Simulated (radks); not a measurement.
The numbers below are computed, except where a source is named.
Initial-state core-level shifts of the molybdenum ion Mo+ when its valence configuration changes from [Kr] 4d5. Code: a radial shooting solver on a logarithmic mesh with Libxc functionals. Model: scalar-relativistic Kohn-Sham, r2SCAN, spin-polarised, spherical densities, finite nucleus; open shells are filled with parallel spins first (spin-orbit coupling, left out, can overturn this in heavy ions); meta-GGA in the generalised Kohn-Sham scheme; Fermi nuclear charge, rms radius 4.4091 fm. Shifts are changes of the shell-averaged eigenvalues in eV (positive: less bound); the change of the density at the nucleus, which sets a Mossbauer isomer shift, is in e/bohr^3, on a base of 9.261e+04.

| valence | 1s | 2s | 2p | 3s | density at nucleus |
|---|---|---|---|---|---|
| 4d4 5s1 | -3.820 | -4.064 | -4.054 | -4.002 | +18.577 |
| 4d4 5p1 | -5.052 | -5.255 | -5.246 | -5.211 | +2.230 |
| 4d4.5 5s0.5 | -1.877 | -1.995 | -1.990 | -1.968 | +8.917 |
| 4d3 5s2 | -8.174 | -8.665 | -8.646 | -8.511 | +36.568 |
| 4d3.5 5s1.5 | -6.003 | -6.361 | -6.347 | -6.259 | +26.729 |
| 4d4.5 5p0.5 | -2.500 | -2.595 | -2.591 | -2.578 | +1.005 |
| 4d3 5s1 5p1 | -9.134 | -9.632 | -9.613 | -9.485 | +22.630 |
| 4d3 5p2 | -10.334 | -10.801 | -10.782 | -10.665 | +5.366 |
